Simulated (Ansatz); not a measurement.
`ClC1(Br)C[SiH2]1`, relaxed with RKS PBE0-D4/def2-TZVP in Ansatz 0.2.0 from a PBE-D4/def2-SVP geometry. The force threshold is 0.005 eV/Å; the program also tests the step.

Total charge 0; spin multiplicity 1.

Start:

```xyz
9

Cl    0.723   -1.454   -1.738
C     0.517   -0.679   -0.148
Br    1.522   -1.564    1.273
C    -0.923   -0.293    0.208
Si    0.226    1.186   -0.062
H    -1.244   -0.529    1.237
H    -1.682   -0.544   -0.552
H     0.722    1.936    1.130
H     0.139    1.940   -1.347
```

Question: By how much does the energy fall, and how many steps does the optimiser take? (Best estimate.)

Answer: The calculation gave: 0.05 eV, in 8 steps, 1 of them rejected.

Question: Which bonds change most? (Best estimate.)

Answer: Ansatz gave: C4–Si5 from 1.892 to 1.860 Å; C2–Si5 from 1.889 to 1.858 Å; Cl1–C2 from 1.781 to 1.754 Å; C2–Br3 from 1.953 to 1.926 Å.

Question: Give the relaxed structure. (Estimate.)

Answer: Ansatz gave: 
```xyz
9

Cl    0.717   -1.452   -1.707
C     0.517   -0.664   -0.153
Br    1.503   -1.525    1.259
C    -0.919   -0.284    0.208
Si    0.214    1.167   -0.056
H    -1.237   -0.543    1.212
H    -1.658   -0.523   -0.551
H     0.737    1.904    1.110
H     0.126    1.919   -1.322
```
